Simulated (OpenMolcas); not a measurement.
## Lines of neutral iridium: computed and rescaled rates

```yaml
Program: OpenMolcas 26.06
Method: CASSCF
Basis: ANO-RCC-VTZP [8s7p5d3f1g]
Scalar_Hamiltonian: DKH4, point nucleus
Active_space: 9 electrons in 6 orbitals (5d 6s)
State_averaging: 2S+1 = 4 even, 20 roots; 2S+1 = 2 even, 56 roots kept (CI in the orbitals of an earlier block, 35 in the spin-orbit step)
Spin-orbit_coupling: state interaction with AMFI integrals over the reference wave functions, term energies averaged over their components
```

Rates come from the transition moments of the reference wave functions (E1 and E2 in the length form). At fixed line strength A goes as λ^-3 for E1 and M1 and as λ^-5 for E2, so a rate at the computed wavelength can be rescaled to the measured one. Measured vacuum wavelengths follow from level energies in NIST Handbook of Basic Atomic Spectroscopic Data. Branching counts decays inside the model space alone, at computed energies, and the table is only a selection of the E2 and M1 lines, drawn from those between levels with measured partners whose computed energy lies within a factor of 1.5 of the measured one.

```json
{"Upper": "5d⁷ 6s² ²G_9/2 [71 %]", "Lower": "5d⁷ 6s² ⁴F_9/2", "Type": "M1", "λ computed (nm)": "659.8", "λ measured (nm)": "717.4", "A computed (s-1)": "1.37e+01", "A rescaled (s-1)": "", "Branching %": "93.9"}
{"Upper": "5d⁸ 6s ²F_7/2", "Lower": "5d⁸ 6s ⁴F_9/2", "Type": "M1", "λ computed (nm)": "803", "λ measured (nm)": "975.3", "A computed (s-1)": "8.00e+00", "A rescaled (s-1)": "", "Branching %": "67.6"}
{"Upper": "5d⁸ 6s ⁴F_5/2 [66 %]", "Lower": "5d⁸ 6s ⁴F_7/2 [56 %]", "Type": "M1", "λ computed (nm)": "1987", "λ measured (nm)": "1696", "A computed (s-1)": "6.49e+00", "A rescaled (s-1)": "1.04e+01", "Branching %": "99.4"}
{"Upper": "5d⁷ 6s² ⁴F_7/2 [67 %]", "Lower": "5d⁷ 6s² ⁴F_9/2", "Type": "M1", "λ computed (nm)": "1418", "λ measured (nm)": "1407", "A computed (s-1)": "4.92e+00", "A rescaled (s-1)": "5.04e+00", "Branching %": "71.4"}
{"Upper": "5d⁸ 6s ⁴F_7/2 [56 %]", "Lower": "5d⁷ 6s² ⁴F_9/2", "Type": "M1", "λ computed (nm)": "1636", "λ measured (nm)": "1581", "A computed (s-1)": "3.76e+00", "A rescaled (s-1)": "", "Branching %": "85.0"}
{"Upper": "5d⁸ 6s ²F_7/2", "Lower": "5d⁷ 6s² ⁴F_9/2", "Type": "M1", "λ computed (nm)": "679", "λ measured (nm)": "764.1", "A computed (s-1)": "2.99e+00", "A rescaled (s-1)": "", "Branching %": "25.3"}
{"Upper": "5d⁷ 6s² ⁴F_7/2 [67 %]", "Lower": "5d⁸ 6s ⁴F_9/2", "Type": "M1", "λ computed (nm)": "2093", "λ measured (nm)": "2341", "A computed (s-1)": "1.97e+00", "A rescaled (s-1)": "", "Branching %": "28.6"}
{"Upper": "5d⁷ 6s² ⁴P_5/2", "Lower": "5d⁷ 6s² ⁴F_9/2", "Type": "E2", "λ computed (nm)": "583.8", "λ measured (nm)": "772.1", "A computed (s-1)": "7.30e-01", "A rescaled (s-1)": "1.80e-01", "Branching %": "25.9"}
{"Upper": "5d⁸ 6s ⁴F_7/2 [56 %]", "Lower": "5d⁸ 6s ⁴F_9/2", "Type": "M1", "λ computed (nm)": "2604", "λ measured (nm)": "2866", "A computed (s-1)": "6.59e-01", "A rescaled (s-1)": "4.94e-01", "Branching %": "14.9"}
{"Upper": "5d⁷ 6s² ²G_9/2 [71 %]", "Lower": "5d⁸ 6s ⁴F_7/2 [56 %]", "Type": "M1", "λ computed (nm)": "1106", "λ measured (nm)": "1313", "A computed (s-1)": "5.43e-01", "A rescaled (s-1)": "", "Branching %": "3.7"}
{"Upper": "5d⁷ 6s² ⁴P_5/2", "Lower": "5d⁸ 6s ⁴F_9/2", "Type": "E2", "λ computed (nm)": "673.1", "λ measured (nm)": "988.5", "A computed (s-1)": "3.00e-01", "A rescaled (s-1)": "4.39e-02", "Branching %": "10.6"}
{"Upper": "5d⁸ 6s ⁴F_9/2", "Lower": "5d⁷ 6s² ⁴F_9/2", "Type": "E2", "λ computed (nm)": "4399", "λ measured (nm)": "3527", "A computed (s-1)": "2.84e-05", "A rescaled (s-1)": "8.57e-05", "Branching %": "63.3"}
{"Upper": "5d⁸ 6s ⁴F_9/2", "Lower": "5d⁷ 6s² ⁴F_9/2", "Type": "M1", "λ computed (nm)": "4399", "λ measured (nm)": "3527", "A computed (s-1)": "1.65e-05", "A rescaled (s-1)": "", "Branching %": "36.7"}
```

Spin-changing lines and M1 lines between different terms are not rescaled, since their strength hangs on the term gaps too.

The largest correction is for 5d⁷ 6s² ⁴P_5/2 → 5d⁸ 6s ⁴F_9/2 (E2): 3.00e-01 × (673.1 / 988.5)^5 = 4.39e-02 s-1, a factor of 0.15.

The computed order of these levels differs from the measured one in 1 place, and where term gaps are wrong the rates of spin-changing lines can be off by large factors.

No measured rate stands beside these. Rescaling mends the energy factor alone: line strengths can still be far off where a level mixes with configurations outside the active space, and weak or spin-changing lines hang on small mixing coefficients that depend on the term gaps too, so rescaling need not improve them.

Some high roots are left out of the spin-orbit mixing, which shifts the levels that they would mix with. Without dynamic correlation excited terms often stand tens of per cent too high (terms of higher spin than the ground term too low), and those without a measured partner can miss by more than the paired ones. Terms from blocks run as CI alone lack orbitals of their own. Configurations are named by rounded mean occupations; where the s occupation lies near a half they are strongly mixed, a name can repeat and a true partner stay unpaired. A single d shell beside an s shell can misplace configurations of different d count against each other. Measured partners are found by configuration, term and J. A level has none where our copy of the source lacks it or the pairing is in doubt (some pairs that miss far off the trend of their configuration count as doubtful). Only configurations of the active space appear.

A share in square brackets marks a mixed level and gives the weight of the term that names it.
